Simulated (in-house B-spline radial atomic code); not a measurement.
Inner levels of thallium as electrons are removed. A shift is the extra binding of the orbital against the neutral atom ([Xe] 4f14 5d10 6s2 6p1/2(1)). The density at the nucleus is averaged over the nuclear charge. Computed with an all-electron radial atomic-structure program (B-spline basis): Dirac-Hartree-Fock, jj configuration that fills j = l - 1/2 first, finite nuclei.

A number in brackets counts the electrons of a j subshell.

```
  ion               configuration  shift of 1s1/2 (eV)  radius of 1s1/2 (bohr)  Σ<r²> (bohr²)  change of density at nucleus (bohr⁻³)
Tl56+      [Ar] 3d3/2(4) 3d5/2(3)              3581.38                0.016317        0.49981                               -13848.9
Tl57+      [Ar] 3d3/2(4) 3d5/2(2)              3769.96                0.016317        0.46683                               -12774.6
Tl58+      [Ar] 3d3/2(4) 3d5/2(1)              3960.91                0.016317        0.43471                                 -11681
Tl59+               [Ar] 3d3/2(4)              4154.23                0.016317        0.40344                                 -10568
Tl60+               [Ar] 3d3/2(3)              4356.83                0.016317        0.37417                               -9348.61
Tl61+               [Ar] 3d3/2(2)              4561.96                0.016317        0.34566                               -8107.57
Tl62+               [Ar] 3d3/2(1)              4769.63                0.016317         0.3179                                -6844.9
Tl63+                [Ne] 3s2 3p6              4979.82                0.016318        0.29086                               -5560.49
Tl64+  [Ne] 3s2 3p1/2(2) 3p3/2(3)              5189.77                0.016316        0.25601                               -4153.38
Tl65+  [Ne] 3s2 3p1/2(2) 3p3/2(2)              5401.68                0.016314        0.22176                               -2728.08
Tl66+  [Ne] 3s2 3p1/2(2) 3p3/2(1)              5615.53                0.016312        0.18811                               -1284.56
Tl67+           [Ne] 3s2 3p1/2(2)              5831.34                0.016311        0.15504                                 177.22
Tl68+           [Ne] 3s2 3p1/2(1)                    ?                       ?              ?                                      ?
Tl69+                    [Ne] 3s2              6320.37                0.016305       0.099174                               -3217.35
Tl70+                    [Ne] 3s1               6542.3                0.016304       0.068595                               -42167.5
Tl71+                [He] 2s2 2p6              6765.96                0.016303       0.038461                               -81813.3
Tl72+  [He] 2s2 2p1/2(2) 2p3/2(3)              7266.98                0.016295       0.033259                               -78175.1
Tl73+  [He] 2s2 2p1/2(2) 2p3/2(2)              7772.63                0.016287       0.028175                                 -74491
Tl74+  [He] 2s2 2p1/2(2) 2p3/2(1)              8282.93                0.016279       0.023206                               -70760.8
Tl75+           [He] 2s2 2p1/2(2)              8797.87                 0.01627       0.018349                               -66984.4
Tl76+           [He] 2s2 2p1/2(1)                    ?                       ?              ?                                      ?
Tl77+                    [He] 2s2                    ?                       ?              ?                                      ?
Tl78+                    [He] 2s1              10546.2                0.016241      0.0057898                                -233366
Tl79+                         1s2              11060.9                0.016234     0.00072894                                -388706
Tl80+                         1s1              12661.1                0.016143     0.00036024                            -1.3234e+06
```

Q: Fill in the row of Tl68+.

A: shift of 1s1/2 (eV): 6074.65; radius of 1s1/2 (bohr): 0.016308; Σ<r²> (bohr²): 0.12685; change of density at nucleus (bohr⁻³): -1491.45.

Q: Fill in the row of Tl76+.

A: shift of 1s1/2 (eV): 9413.11; radius of 1s1/2 (bohr): 0.016256; Σ<r²> (bohr²): 0.014591; change of density at nucleus (bohr⁻³): -73700.6.

Q: Fill in the row of Tl77+.

A: shift of 1s1/2 (eV): 10035.1; radius of 1s1/2 (bohr): 0.016242; Σ<r²> (bohr²): 0.010933; change of density at nucleus (bohr⁻³): -80732.9.
